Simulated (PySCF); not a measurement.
Compound: C₆H₅OP.
Numbering: `[CH:1]#[C:2][c:3]1[cH:4][o:5][c:6]([CH3:7])[p:8]1`

Cartesian coordinates in Å at the GFN2-xTB level; atoms count from 1:
```
atom  x, y, z in Å
C1     3.1802    1.7700   -1.0897
C2     2.1460    1.2412   -0.7846
C3     0.9602    0.5973   -0.3943
C4    -0.2711    0.8316   -0.9320
O5    -1.2672    0.1109   -0.4168
C6    -0.8379   -0.7164    0.5501
C7    -1.8784   -1.5734    1.1910
P8     0.8488   -0.6499    0.8825
H9     4.0757    2.2397   -1.3668
H10   -0.5351    1.5214   -1.7136
H11   -1.8916   -1.4227    2.2695
H12   -1.6790   -2.6281    1.0034
H13   -2.8550   -1.3213    0.7834
```

NICS is the negative of the GIAO shielding at a point without a nucleus: at the ring centre (0) and 1 Å above and below it (1); zz is the component along the ring normal. Level: GIAO PBE0/pcSseg-1 (PySCF, non-relativistic, gas phase) on the GFN2-xTB geometry, one conformer.

Ring bond lengths (Å), with Mayer bond orders in brackets: C3–C4 1.364 (1.56), C4–O5 1.333 (1.08), O5–C6 1.343 (1.05), C6–P8 1.720 (1.51), P8–C3 1.788 (1.08).

Task: What do the NICS probes read (ppm)?

Result: 
| ring | type | NICS(0) | NICS(1), two faces | NICS(1)zz, two faces | rms pucker (Å) | centre to ring atoms, mean (Å) |
| --- | --- | --- | --- | --- | --- | --- |
| C3–C4–O5–C6–P8 | 5-membered ring with O and P; formal bonds all aromatic | -11.3 | -10.4 / -10.3 | -23.1 / -23.0 | 0.00 | 1.28 |

Task: What do they say, and how far can they be read as aromaticity?

Result: 
- C3–C4–O5–C6–P8: mean NICS(1)zz -23.1 ppm, shielded.

Task: How equal are the bonds by HOMA? HOMA takes Krygowski's 1993 parameters.

Result: 
- C3–C4–O5–C6–P8: HOMA 0.43; the largest term is that of P8–C3, α(R − Ropt)² = 0.97.

Task: What is the mean of the two in-plane components of NICS at the first NICS(1) probe listed for ring C3–C4–O5–C6–P8, 1 Å off the ring?

Result: The isotropic value is a third of the trace: (3 × -10.4 − (-23.1))/2 = -4.1 ppm.

Task: How shielded are the nuclei of the rings and their hydrogens (means over atoms taken as equivalent)?

Result: 
| atoms | environment | σ isotropic (ppm) | principal values of the symmetric part, first atom (ppm) |
| --- | --- | --- | --- |
| C3 | substituted aromatic carbon | 55.1 | -39.2, 58.1, 146.4 |
| C4 | aromatic CH next to a ring oxygen | 29.3 | -60.8, 49.3, 99.4 |
| O5 | furan-type oxygen | -27.5 | -219.7, -60.8, 198.0 |
| C6 | substituted aromatic carbon | -19.8 | -176.5, 29.3, 87.8 |
| P8 | phosphorus bonded to 2 C | 175.6 | -36.3, 119.4, 443.6 |
| H10 | aromatic hydrogen | 23.61 | 20.6, 23.4, 26.9 |
